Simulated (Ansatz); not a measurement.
A further run on C₉H₂₁NO (relaxed from a model of N-butyl-N-methylpyrrolidinium hydroxide, whose bonding it doesn't keep).

```yaml
crystal:
  periodic: [false, false, false]
  atoms:
    - {symbol: C, position_ang: [4.144787, 0.589554, 0.209964]}
    - {symbol: C, position_ang: [2.928398, -0.322312, 0.214580]}
    - {symbol: C, position_ang: [1.604909, 0.418653, 0.379404]}
    - {symbol: C, position_ang: [0.457800, -0.565413, 0.398291]}
    - {symbol: N, position_ang: [-0.896517, 0.129407, 0.421681]}
    - {symbol: C, position_ang: [-1.054327, 1.108124, 1.526779]}
    - {symbol: C, position_ang: [-1.967088, -0.920310, 0.542401]}
    - {symbol: C, position_ang: [-3.166585, -0.349292, -0.182771]}
    - {symbol: C, position_ang: [-2.503520, 0.251384, -1.418060]}
    - {symbol: C, position_ang: [-1.177319, 0.811678, -0.906751]}
    - {symbol: H, position_ang: [4.086655, 1.328642, -0.606181]}
    - {symbol: H, position_ang: [5.079260, 0.022664, 0.075866]}
    - {symbol: H, position_ang: [4.231547, 1.152140, 1.154181]}
    - {symbol: H, position_ang: [2.882092, -0.907277, -0.719038]}
    - {symbol: H, position_ang: [3.025663, -1.065737, 1.026104]}
    - {symbol: H, position_ang: [1.503119, 1.117522, -0.474448]}
    - {symbol: H, position_ang: [1.698186, 1.072059, 1.279708]}
    - {symbol: H, position_ang: [0.475105, -1.143421, 1.342721]}
    - {symbol: H, position_ang: [0.183184, -1.454428, -1.010564]}
    - {symbol: H, position_ang: [-0.856272, 0.592490, 2.475214]}
    - {symbol: H, position_ang: [-2.068693, 1.534280, 1.535092]}
    - {symbol: H, position_ang: [-0.323156, 1.914891, 1.398857]}
    - {symbol: H, position_ang: [-1.572416, -1.787176, -0.006098]}
    - {symbol: H, position_ang: [-2.111324, -1.166700, 1.602758]}
    - {symbol: H, position_ang: [-3.690181, 0.412384, 0.420390]}
    - {symbol: H, position_ang: [-3.898936, -1.132094, -0.426744]}
    - {symbol: H, position_ang: [-2.268319, -0.555896, -2.126448]}
    - {symbol: H, position_ang: [-3.113533, 1.014009, -1.922544]}
    - {symbol: H, position_ang: [-1.199630, 1.896703, -0.737701]}
    - {symbol: H, position_ang: [-0.350511, 0.558424, -1.579122]}
    - {symbol: O, position_ang: [-0.266134, -1.857795, -1.875231]}
    - {symbol: H, position_ang: [0.183774, -2.697138, -2.012298]}
basis:
  gaussian: {orbitals: def2-SVP, point_charges: [{charge: 2.00, position_ang: [8.120, -0.147, 0.677]}]}
hamiltonian: {xc: {name: B2GP-PLYP}, pseudopotentials: {relativity: scalar}}
output: {forces: true}
```

```sh
$ ansatz run in.yaml --threads 4 --pin off --events-out ev --progress --plain --max-ram 6963MiB
```

It prints (some lines left out):

```
Functional definition: B2GP-PLYP
2680 factors; integrals over basis functions are off by at most 1.5e-3 eV
mean field evaluation 1: about -13160.4666 eV, gradient 6.3e1 eV
mean field evaluation 2: about -13160.4711 eV, gradient 6.3e1 eV
mean field evaluation 4: about -13169.6623 eV, gradient 5.5e0 eV
mean field evaluation 8: about -13169.7322 eV, gradient 3.4e-1 eV
mean field evaluation 16: about -13169.7326 eV, gradient 1.0e-4 eV
mean field -13169.73257165 eV, -483.9787452428 hartree, gradient 7.7e-6 eV, S^2 0.000000; 0 other end points of the search recorded, 0 dependent functions left out
11 core orbitals not correlated: weight in the atoms' cores, before any rotation towards them, 1.000 or more for the frozen orbitals, at most 0.000 for the correlated occupied ones
reference -13169.73275476 eV, -483.9787519721 hartree; 34, 34 occupied and 214, 214 virtual orbitals, 2680 factors
second order -52.81378420 eV of doubles, -0.00000000 eV of singles
Total energy: -13188.74571708 eV, -484.6774654496 hartree
Relativity: scalar
Atom 0 at     4.144787     0.589554     0.209964 Å, force    -0.397887     0.685274     0.137367 eV/Å
Atom 1 at     2.928398    -0.322312     0.214580 Å, force    -0.056243    -0.631006    -0.071411 eV/Å
Atom 2 at     1.604909     0.418653     0.379404 Å, force     0.066390     0.482436     0.083215 eV/Å
Atom 3 at     0.457800    -0.565413     0.398291 Å, force     0.078639    -0.143844     0.247592 eV/Å
Atom 4 at    -0.896517     0.129407     0.421681 Å, force     0.189327     0.087584    -0.019974 eV/Å
Atom 5 at    -1.054327     1.108124     1.526779 Å, force     0.038306     0.149705     0.235212 eV/Å
Atom 6 at    -1.967088    -0.920310     0.542401 Å, force    -0.059519    -0.447133     0.079480 eV/Å
Atom 7 at    -3.166585    -0.349292    -0.182771 Å, force    -0.205528     0.035457     0.075152 eV/Å
Atom 8 at    -2.503520     0.251384    -1.418060 Å, force    -0.091925    -0.053506    -0.264129 eV/Å
Atom 9 at    -1.177319     0.811678    -0.906751 Å, force     0.145175     0.206591    -0.249259 eV/Å
Atom 10 at     4.086655     1.328642    -0.606181 Å, force     0.087059    -0.117585     0.061557 eV/Å
Atom 11 at     5.079260     0.022664     0.075866 Å, force     0.780033    -0.362485    -0.056186 eV/Å
Atom 12 at     4.231547     1.152140     1.154181 Å, force    -0.035721    -0.017598    -0.033597 eV/Å
Atom 13 at     2.882092    -0.907277    -0.719038 Å, force     0.034678     0.110246     0.081587 eV/Å
Atom 14 at     3.025663    -1.065737     1.026104 Å, force    -0.002629     0.088692    -0.047651 eV/Å
Atom 15 at     1.503119     1.117522    -0.474448 Å, force     0.001711    -0.086005     0.092352 eV/Å
Atom 16 at     1.698186     1.072059     1.279708 Å, force     0.049420    -0.023212    -0.044771 eV/Å
Atom 17 at     0.475105    -1.143421     1.342721 Å, force     0.041340     0.081647    -0.069933 eV/Å
Atom 18 at     0.183184    -1.454428    -1.010564 Å, force    -0.227581    -0.333898    -0.502540 eV/Å
Atom 19 at    -0.856272     0.592490     2.475214 Å, force    -0.052599     0.048564    -0.082221 eV/Å
Atom 20 at    -2.068693     1.534280     1.535092 Å, force     0.154421    -0.081061    -0.022654 eV/Å
Atom 21 at    -0.323156     1.914891     1.398857 Å, force    -0.126888    -0.041516     0.005876 eV/Å
Atom 22 at    -1.572416    -1.787176    -0.006098 Å, force    -0.137719     0.116242     0.118146 eV/Å
Atom 23 at    -2.111324    -1.166700     1.602758 Å, force     0.011301     0.032158    -0.089170 eV/Å
Atom 24 at    -3.690181     0.412384     0.420390 Å, force     0.061005    -0.093941    -0.071582 eV/Å
Atom 25 at    -3.898936    -1.132094    -0.426744 Å, force     0.083693     0.075077     0.023763 eV/Å
Atom 26 at    -2.268319    -0.555896    -2.126448 Å, force    -0.073386     0.123942     0.071474 eV/Å
Atom 27 at    -3.113533     1.014009    -1.922544 Å, force     0.069567    -0.068277     0.056411 eV/Å
Atom 28 at    -1.199630     1.896703    -0.737701 Å, force    -0.011599    -0.091083    -0.008620 eV/Å
Atom 29 at    -0.350511     0.558424    -1.579122 Å, force    -0.140434     0.052183     0.048921 eV/Å
Atom 30 at    -0.266134    -1.857795    -1.875231 Å, force     0.360379     0.210567     0.328989 eV/Å
Atom 31 at     0.183774    -2.697138    -2.012298 Å, force    -0.077841    -0.017487     0.005253 eV/Å
Dipole moment:    -1.513455     0.496472     0.448910 e Å
```

Hardware: 4 threads of Arm Neoverse V2 on a shared host. Wall time 48 s, peak host memory 1.3 GiB.

Correlated methods freeze 11 core orbitals.
